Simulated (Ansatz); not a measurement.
**Match the barriers**

Saddle point of Ge₄H₁₁OF, singlet (Ge₄H₉F ([F][Ge]([GeH3])([GeH3])[GeH3]) + H₂O → Ge₃H₇OF ([OH][Ge]([F])([GeH3])[GeH3]) + GeH₄; bonds formed: Ge1–O7, Ge2–H6; bonds broken: Ge1–Ge2, H6–O7), PBE0-D4/def2-TZVP structure:

Ge1  (-1.034, -0.128, -0.156)
Ge2  (2.080, -0.355, -0.026)
Ge3  (-0.663, 1.591, -1.837)
Ge4  (-0.780, -0.037, 2.262)
F5  (-2.730, -0.607, -0.323)
H6  (0.559, -1.591, -0.587)
O7  (-0.474, -1.837, -0.902)
H8  (2.741, -0.728, 1.330)
H9  (3.192, -0.580, -1.087)
H10  (1.989, 1.202, 0.056)
H11  (-1.996, 1.834, -2.559)
H12  (0.408, 1.107, -2.819)
H13  (-0.207, 2.861, -1.112)
H14  (0.431, 0.822, 2.628)
H15  (-2.067, 0.544, 2.869)
H16  (-0.586, -1.484, 2.740)
H17  (-0.861, -2.617, -0.479)
(Å)

Program: Ansatz 0.2.0. Basis: def2-TZVPP, with def2-QZVPP for the basis limit. Cores are frozen in the correlated methods. Filled d shells of the heavier atoms are correlated. The def2 sets are not built for correlating such inner shells, so the correlated values are less sure here. B3LYP uses VWN-RPA correlation. Extrapolation: Hartree–Fock as exp(−7.88 √X), correlation as X^−2.97. Four methods, as single points on the PBE0-D4 structures, gave these electronic barriers from the start structure: 155.8, 170.4, 189.9, 234.7 kJ/mol.

Task: The methods were, in alphabetical order, B3LYP-D4, BHLYP-D4, BLYP-D4, HF. Which gave which? (Judge from chemistry; the calculation decides.)

Result: The calculation gives: BLYP-D4 155.8; B3LYP-D4 170.4; BHLYP-D4 189.9; HF 234.7 kJ/mol. For comparison, CCSD(T) at an estimated basis limit (MP2 extrapolated from triple and quadruple zeta, plus CCSD(T) − MP2 in triple zeta) gives 180.5 kJ/mol.

T1 diagnostic: at most 0.013.

Labels in which every atom is bracketed show which atoms are joined, not bond orders.

For scale, one of the runs: CCSD(T)/def2-TZVPP, 408 basis functions, launched by `ansatz run in.yaml --threads 4 --pin off --events-out ev --progress --plain --max-ram 63488MiB --backend cuda --devices 0, --max-vram 37GiB`. Hardware: 4 CPU threads of an AMD EPYC 7R13 and a share of one NVIDIA H100, shared host. Wall time 62 s; peak host memory 0.91 GiB.
